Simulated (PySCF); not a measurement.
A survey of ¹⁵N NMR shifts

Computational details: GIAO PBE0/pcSseg-1 shieldings, geometry: GFN2-xTB, in PySCF 2.14.0 with density-fitted response routines (no relativistic terms, fast rotation and ring inversion assumed for equivalent nuclei, in vacuum, one computed conformer).

Shieldings were converted by a linear fit to measured shifts: ¹⁵N: δ = -148.07 − 0.921σ (rms 6.3 ppm, 71 shifts vs CH3NO2, solution or neat liquid). Occasional misses reach two or three times the rms, and more in compound classes unlike the fitted ones.

**Question.** Give the ¹⁵N shifts of `C=NCc1cnoc1[SiH3]`, `COc1[nH]nnc1C#N`, `N#C[C@H]1C[Si@H](C(N)=O)C1`, `C=C[C@@H](N=C)O[SiH2]C#N`, `[SiH3]c1nnc(C2CC2)o1`.

**Answer.** 
| compound | environment | δ (ppm) |
| --- | --- | --- |
| [CH2:1]=[N:2][CH2:3][c:4]1[cH:5][n:6][o:7][c:8]1[SiH3:9] | N6: pyridine-type nitrogen of an azole | 13.5 |
| [CH2:1]=[N:2][CH2:3][c:4]1[cH:5][n:6][o:7][c:8]1[SiH3:9] | N2: imine nitrogen | -26.2 |
| [CH3:1][O:2][c:3]1[nH:4][n:5][n:6][c:7]1[C:8]#[N:9] | N6: pyridine-type nitrogen of an azole | -25.6 |
| [CH3:1][O:2][c:3]1[nH:4][n:5][n:6][c:7]1[C:8]#[N:9] | N5: pyridine-type nitrogen of an azole | -42.5 |
| [CH3:1][O:2][c:3]1[nH:4][n:5][n:6][c:7]1[C:8]#[N:9] | N9: nitrile nitrogen | -93.4 |
| [CH3:1][O:2][c:3]1[nH:4][n:5][n:6][c:7]1[C:8]#[N:9] | N4: pyrrole-type ring nitrogen | -176.8 |
| [N:1]#[C:2][C@H:3]1[CH2:4][Si@H:5]([C:6]([NH2:7])=[O:8])[CH2:9]1 | N1: nitrile nitrogen | -117.8 |
| [N:1]#[C:2][C@H:3]1[CH2:4][Si@H:5]([C:6]([NH2:7])=[O:8])[CH2:9]1 | N7: amide-type nitrogen | -269.5 |
| [CH2:1]=[CH:2][C@@H:3]([N:4]=[CH2:5])[O:6][SiH2:7][C:8]#[N:9] | N4: imine nitrogen | -25.3 |
| [CH2:1]=[CH:2][C@@H:3]([N:4]=[CH2:5])[O:6][SiH2:7][C:8]#[N:9] | N9: nitrile nitrogen | -67.8 |
| [SiH3:1][c:2]1[n:3][n:4][c:5]([CH:6]2[CH2:7][CH2:8]2)[o:9]1 | N3: pyridine-type nitrogen of an azole | -42.5 |
| [SiH3:1][c:2]1[n:3][n:4][c:5]([CH:6]2[CH2:7][CH2:8]2)[o:9]1 | N4: pyridine-type nitrogen of an azole | -77.6 |

**Question.** Match the shifts -281.3, -343.3, -382.7 ppm to `CN(C)[SiH2][C@@H](F)CC[SiH3]`, `CC(=O)N[SiH2]CCl`, `C[C@H](F)CCNC([SiH3])[SiH3]`.

**Answer.** -281.3: CC(=O)N[SiH2]CCl (amide-type nitrogen); -343.3: C[C@H](F)CCNC([SiH3])[SiH3] (amine nitrogen); -382.7: CN(C)[SiH2][C@@H](F)CC[SiH3] (nitrogen bonded to 2 C, Si).
